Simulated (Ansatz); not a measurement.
**SnO (tin(ii) oxide): methods side by side**

SnO: 2 atoms, total charge 0, spin state singlet. As SMILES, `[O]=[Sn]`. The shape is that of a PBE0-D4/def2-TZVP optimisation.

```xyz
2

O     0.0000    0.0000   -0.0071
Sn    0.0000    0.0000    1.8107
```

Quantity: the electronic atomisation energy, in eV. The values are calculated. Electronic energies at fixed atoms, without zero-point motion or spin-orbit coupling.

```tsv
level	kind	program	value (eV)	CPU time (all runs)
SVWN5/STO-3G	LDA	Ansatz	8.43	1.9 s
PBE/STO-3G	GGA	Ansatz	7.42	3.3 s
B3LYP/STO-3G	global hybrid	Ansatz	?	3 s
PBE0/STO-3G	global hybrid	Ansatz	?	2.4 s
r2SCAN0/STO-3G	hybrid meta-GGA	Ansatz	5.58	7.3 s
CAM-B3LYP/STO-3G	range-separated hybrid	Ansatz	6.08	2.7 s
BCCD(T)/STO-3G	coupled cluster or CI	Ansatz	5.29	0.85 s
CCSDT/STO-3G	coupled cluster or CI	Ansatz	5.29	1.1 s
FCI/STO-3G	exact in the basis	Ansatz	5.25	1.3 s
```

(1) Estimate what the levels marked ? give.

Results:

(1) As computed at these levels: B3LYP/STO-3G: 6.44 eV; PBE0/STO-3G: 6.01 eV. All-electron rows without a relativistic Hamiltonian named are non-relativistic. The values span 5.25 to 8.43 eV. All rows use very small basis sets, so even the best lies far from the true value. In the correlated wave-function rows the outer d shell of Sn is correlated, in sets not made for it. CPU times are rough (shared hosts, several kinds of processor): they show what a rung costs within a factor of a few.
